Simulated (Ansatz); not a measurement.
The same path of ClH4MgN + H3N (11 atoms, charge 0, multiplicity 1) was run twice with different band settings. Lost on the way: Mg1–H2, H4–N5, H6–N7. Made: H2–H6, H4–N7.

All numbers below come from UKS B3LYP/6-31G* in Ansatz 0.2.0.

Relaxed end points:

```xyz
11
Properties=species:S:1:pos:R:3
Mg -0.704 -1.735 -0.438
H -0.214 -1.006 -1.937
Cl -1.763 -3.530 0.428
H 0.187 0.452 0.754
N -0.135 -0.441 1.185
H 0.497 1.050 -1.400
N 0.674 1.708 -0.636
H -0.899 -0.236 1.830
H 0.625 -0.806 1.761
H 0.092 2.526 -0.815
H 1.641 2.016 -0.732
```

```xyz
11
Properties=species:S:1:pos:R:3
Mg -0.849 -1.875 0.391
H -0.149 -0.811 -2.044
Cl -1.726 -3.462 -0.872
H 0.461 1.293 0.353
N -0.146 -0.524 1.537
H 0.065 -0.210 -1.654
N 0.763 2.093 -0.215
H -0.725 -0.008 2.195
H 0.779 -0.588 1.955
H -0.005 2.319 -0.845
H 1.531 1.772 -0.802
```

Common settings: movable images 5; climbing image yes; spring 5.0 eV/Å²; optimiser quadratic models (default); force threshold 0.05 eV/Å; iteration limit 60; end points relaxed.

| run | start path |
| --- | --- |
| 1 | through a guess of the saddle point |
| 2 | straight line |

Task: What does each run give, and how far can it be trusted?

Result: Run 1: converged after 43 iterations, highest image 1.224 eV above the first end. The highest image is an end point: on this band no image between the ends rises above it. Between wells the path still climbs a hump at image 3, 0.32 eV above the well before it.
Run 2: converged after 32 iterations, highest image 1.260 eV above the first end. The order of the stationary point at the top wasn't checked.
The orbitals were unrestricted but ended closed-shell.
